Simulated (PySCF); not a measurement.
## Spin-orbit coupling and the first ionisation energy along the lanthanides

Two-component X2C-1e calculated with PySCF 2.14: MP2 on generalised Hartree-Fock spinors (GMP2), with spin-orbit coupling off and on (screened by Boettger's factors); no Breit or QED terms. Values in eV; the references (NIST) lie between the lowest levels. Elements whose determinants are no pure J levels are left out.

```json
{"element": "Eu (x2c-SVPall-2c with one added diffuse shell each of s, p, d, f type, [Ar] 3d10 frozen)", "configurations": "[Xe] 4f7 6s2 → [Xe] 4f7 6s1", "spin-free": "5.481", "with spin-orbit": "5.482", "shift": "0.002", "reference": "5.670"}
{"element": "Tb (x2c-SVPall-2c with one added diffuse shell each of s, p, d, f type, [Ar] 3d10 frozen)", "configurations": "[Xe] 4f9 6s2 → [Xe] 4f9 6s1", "spin-free": "5.685", "with spin-orbit": "5.687", "shift": "0.002", "reference": "5.864"}
{"element": "Dy (x2c-SVPall-2c with one added diffuse shell each of s, p, d, f type, [Ar] 3d10 frozen)", "configurations": "[Xe] 4f10 6s2 → [Xe] 4f10 6s1", "spin-free": "5.764", "with spin-orbit": "5.767", "shift": "0.003", "reference": "5.939"}
{"element": "Ho (x2c-SVPall-2c with one added diffuse shell each of s, p, d, f type, [Ar] 3d10 frozen)", "configurations": "[Xe] 4f11 6s2 → [Xe] 4f11 6s1", "spin-free": "5.852", "with spin-orbit": "5.855", "shift": "0.003", "reference": "6.021"}
{"element": "Er (x2c-SVPall-2c with one added diffuse shell each of s, p, d, f type, [Ar] 3d10 frozen)", "configurations": "[Xe] 4f12 6s2 → [Xe] 4f12 6s1", "spin-free": "5.942", "with spin-orbit": "5.947", "shift": "0.004", "reference": "6.108"}
{"element": "Tm (x2c-SVPall-2c with one added diffuse shell each of s, p, d, f type, [Ar] 3d10 frozen)", "configurations": "[Xe] 4f13 6s2 → [Xe] 4f13 6s1", "spin-free": "6.022", "with spin-orbit": "6.027", "shift": "0.005", "reference": "6.184"}
{"element": "Yb (x2c-SVPall-2c with one added diffuse shell each of s, p, d, f type, [Ar] 3d10 frozen)", "configurations": "[Xe] 4f14 6s2 → [Xe] 4f14 6s1", "spin-free": "6.100", "with spin-orbit": "6.105", "shift": "0.006", "reference": "6.254"}
{"element": "Lu (x2c-SVPall-2c with one added diffuse shell each of s, p, d type, [Ar] 3d10 frozen)", "configurations": "[Xe] 4f14 5d1 6s2 → [Xe] 4f14 6s2", "spin-free": "1.390", "with spin-orbit": "5.195", "shift": "3.805", "reference": "5.426"}
```

The largest shift is at Lu, 3.805 eV, where spin-orbit coupling lowers the species with more electrons by more than the one with fewer (starting occupations 5d3/2^1 and closed).

What remains against the references is mostly the basis and correlation beyond MP2.
